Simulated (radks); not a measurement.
Valence configurations of the fluorine ion F2+ (all share [He]). Calculated with a radial shooting solver on a logarithmic mesh with Libxc functionals: Dirac Kohn-Sham, PBE, spin-unpolarised, spherical densities, point nucleus; open shells fill j = l - 1/2 first. Energies are relative to 2s2 2p3; eigenvalues in eV.

\begin{tabular}{lrrrr}
valence & E (eV) & e(2p1/2) & e(2p3/2) & e(2s1/2) \\ \hline
2s2 2p3 & 0.000 & -49.046 & -48.959 & -67.978 \\
2s1 2p4 & 19.057 & -48.763 & -48.677 & -67.771 \\
2s1.5 2p3.5 & 9.519 & -48.899 & -48.813 & -67.870 \\
2s0.5 2p4.5 & 28.612 & -48.637 & -48.551 & -67.681 \\
2p5 & 38.186 & -48.520 & -48.435 & - \\
\end{tabular}

NIST lists [He] 2s2 2p3 as the ground configuration; this level of theory agrees among the configurations tried. The energies are those of spherical spin-averaged densities, not of single terms.
